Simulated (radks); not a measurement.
Results of a calculation; reference values are marked as such.
Neutral scandium inside a hard spherical wall (all orbitals vanish at R), configuration held at [Ar] 3d1 4s2 and not refilled when levels cross. Level of theory: scalar-relativistic Kohn-Sham, PBEsol, spin-unpolarised, spherical densities, point nucleus (a radial shooting solver on a logarithmic mesh with Libxc functionals). Eigenvalues in eV, with the zero of energy where the potential of the charges vanishes at infinity; a dash marks a level that is unbound or too diffuse for the functional's potential to be trusted. A positive occupied level is held by the wall or, in an anion where self-interaction has pushed it up, behind a barrier. The pressure on the wall is -dE/dV.

R (bohr)  E (hartree)  kinetic (hartree)    e(3s)    e(3p)   e(4s)   e(3d)  e(4p, empty)  e(5s, empty)  pressure (GPa)
free       -763.14550            768.833  -54.876  -33.548  -4.188  -3.246        -1.450             -               0
10         -763.14415            768.846  -54.772  -33.445  -4.111  -3.152        -1.252         2.246          0.0328
8          -763.13507            768.905  -54.365  -33.041  -3.778  -2.787        -0.660         5.322           0.384
7          -763.11707            769.000  -53.812  -32.497  -3.274  -2.294         0.138         8.613            1.36
5          -762.93147            769.720  -50.813  -29.569   0.459   0.479         5.385        26.317            20.8
4          -762.51334            771.077  -47.192  -26.071   7.299   4.186        14.161        51.981             106
2          -751.17719            804.475   -9.197   13.928  134.21  50.474        148.97        364.98           13900
1.5        -727.23843            864.265   50.314   76.838  335.55  113.06        344.08        775.74           91000
